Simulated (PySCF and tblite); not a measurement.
Results of a calculation; reference values are marked as such.
Stationary points of C₅H₁₃NSi at GFN2-xTB, in Å:

Structure A

```
 1 C    -2.412   -0.385   -0.062
 2 N    -1.020   -0.116    0.229
 3 C    -0.150   -1.149   -0.303
 4 C     1.210   -1.177    0.392
 5 C     2.077    0.023    0.020
 6 Si    1.115    1.615    0.396
 7 C    -0.636    1.210   -0.228
 8 H    -2.630   -0.390   -1.143
 9 H    -3.027    0.381    0.408
10 H    -2.690   -1.354    0.353
11 H    -0.641   -2.112   -0.137
12 H    -0.004   -1.032   -1.394
13 H     1.041   -1.188    1.470
14 H     1.719   -2.106    0.121
15 H     2.324   -0.033   -1.043
16 H     3.021   -0.025    0.562
17 H     1.087    1.873    1.839
18 H     1.666    2.768   -0.327
19 H    -1.358    1.925    0.172
20 H    -0.699    1.284   -1.329
```

Structure B

```
 1 C    -1.999   -0.334    0.459
 2 N    -1.133   -0.175   -0.685
 3 C    -0.095   -1.179   -0.785
 4 C     0.960   -1.206    0.333
 5 C     1.851    0.035    0.323
 6 Si    0.793    1.614    0.384
 7 C    -0.627    1.182   -0.828
 8 H    -2.864    0.319    0.333
 9 H    -1.523   -0.085    1.419
10 H    -2.348   -1.365    0.499
11 H    -0.593   -2.154   -0.827
12 H     0.411   -1.021   -1.744
13 H     0.460   -1.295    1.300
14 H     1.569   -2.104    0.198
15 H     2.450    0.029   -0.591
16 H     2.554   -0.014    1.155
17 H     0.301    1.855    1.747
18 H     1.535    2.785   -0.089
19 H    -1.475    1.864   -0.736
20 H    -0.263    1.277   -1.856
```

Structure C

```
 1 C    -2.300   -0.358    0.272
 2 N    -1.010   -0.120   -0.292
 3 C    -0.088   -1.168   -0.597
 4 C     1.117   -1.208    0.359
 5 C     2.003    0.023    0.186
 6 Si    0.981    1.618    0.372
 7 C    -0.608    1.227   -0.615
 8 H    -3.108   -0.060   -0.414
 9 H    -2.438    0.195    1.211
10 H    -2.416   -1.419    0.489
11 H    -0.614   -2.125   -0.555
12 H     0.290   -1.039   -1.624
13 H     0.746   -1.255    1.385
14 H     1.692   -2.118    0.166
15 H     2.460   -0.011   -0.805
16 H     2.821   -0.011    0.907
17 H     0.635    1.832    1.783
18 H     1.705    2.775   -0.166
19 H    -1.423    1.903   -0.362
20 H    -0.447    1.321   -1.701
```

Geometries: GFN2-xTB; energies: PBE/pcSseg-1 + D3(BJ); zero-point and thermal terms from GFN2-xTB harmonic modes (soft modes blended into free rotors).

Problem. Which structure is a saddle point, and along which motion?

Solution. C: one imaginary mode (254i cm⁻¹ at GFN2-xTB, mostly on N2, C1, H9), along the pyramidal inversion at N2.

Problem. Give their symmetry and energies above the lowest.

Solution. A C1, 0.0 kcal/mol; B C1, 2.9 kcal/mol; C C1, 6.4 kcal/mol.
